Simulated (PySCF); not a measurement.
## Successive Te–H bond energies

All numbers come from PBE0/[Te def2-TZVP with ECP28, H def2-TZVP], scalar-relativistic core potentials, density fitting, no spin–orbit coupling, PySCF.

Each entry is the lowest minimum that a search over a few typed start shapes (and spin states, where more than one is plausible) found, or that minimum re-optimised at the stated level; isomers with ligand–ligand bonds, or fragments after loss of a ligand pair, can lie lower.

Total energies (Eh), which compare only within these settings: H atom -0.50106.

```
species  2S+1  group      E (Eh)  ZPE (kJ/mol)
   H₂Te     1    C2v  -269.21841          31.3
   TeH₃     2     Cs  -269.72975          42.7
   TeH₄     1    C4v  -270.30253          70.3
   TeH₅     2    C4v  -270.81911          82.3
   TeH₆     1     Oh  -271.40230         115.6
```

What are De and D0 for TeH₃ → H₂Te + H?

De = [(-269.21841) + (-0.50106) − (-269.72975)] × 2625.5 = 27 kJ/mol. The zero-point energy changes by -11.4 kJ/mol, so D0 = 16 kJ/mol.

What are De and D0 for TeH₄ → TeH₃ + H?

De = [(-269.72975) + (-0.50106) − (-270.30253)] × 2625.5 = 188 kJ/mol. The zero-point energy changes by -27.5 kJ/mol, so D0 = 161 kJ/mol.

What are De and D0 for TeH₅ → TeH₄ + H?

De = [(-270.30253) + (-0.50106) − (-270.81911)] × 2625.5 = 41 kJ/mol. The zero-point energy changes by -12.0 kJ/mol, so D0 = 29 kJ/mol.

What are De and D0 for TeH₆ → TeH₅ + H?

De = [(-270.81911) + (-0.50106) − (-271.40230)] × 2625.5 = 216 kJ/mol. The zero-point energy changes by -33.3 kJ/mol, so D0 = 182 kJ/mol.

Atoms and open shells are unrestricted, without spin–orbit or basis-set superposition corrections.

Spin–orbit coupling can matter for elements this heavy.
